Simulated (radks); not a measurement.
Question: All-electron atom: Br19+ in [Ne] 3s2 3p4 (the NIST ground configuration). All-electron calculation, Dirac Kohn-Sham, Slater X-alpha with alpha = 1.022, spin-unpolarised, spherical densities, finite nucleus; open shells fill j = l - 1/2 first; Fermi nuclear charge, rms radius 4.1629 fm. Program: a radial shooting solver on a logarithmic mesh with Libxc functionals. Some entries of the table are withheld. Estimate them.

orbital,occ.,eigenvalue (eV),<1/r> (bohr^-1)
1s1/2,2,-14228.80,(1)
2s1/2,2,-2538.074,8.090
2p1/2,2,-2377.535,8.052
2p3/2,4,-2327.898,7.790
3s1/2,2,-879.7204,3.092
3p1/2,2,(2),(3)
3p3/2,2,(4),(5)

Answer: 
(1) 1s1/2 <1/r> (bohr^-1): 35.74
(2) 3p1/2 eigenvalue (eV): -823.8580
(3) 3p1/2 <1/r> (bohr^-1): 3.031
(4) 3p3/2 eigenvalue (eV): -813.2081
(5) 3p3/2 <1/r> (bohr^-1): 2.969
